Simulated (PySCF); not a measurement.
# How methods differ on the ionisation energy of Fe

Fe [Ar] 3d6 4s2 (5D) → Fe⁺ [Ar] 3d6 4s1 (6D), as a difference of total energies. Computed with PySCF 2.14 in cc-pVTZ-DK (7s6p4d2f1g, 68 functions), with scalar relativity by spin-free X2C-1e. Correlated levels: valence: [Ar] frozen. The calculations carry no spin-orbit coupling.

```tsv
method	ionisation energy (eV)	error (eV)
UHF	6.431	-1.473
PBE0	7.633	-0.271
M06-2X	8.321	+0.417
MP2 (valence)	7.446	-0.458
SCS-MP2 (valence)	7.621	-0.283
```

Reference: 7.904 eV (measured; NIST levels, between the centres of gravity of the two terms).

Errors of the correlated levels include the incompleteness of this basis and the frozen core.

MP2 underrates the near-degeneracy of ns² with np² in the lower species.
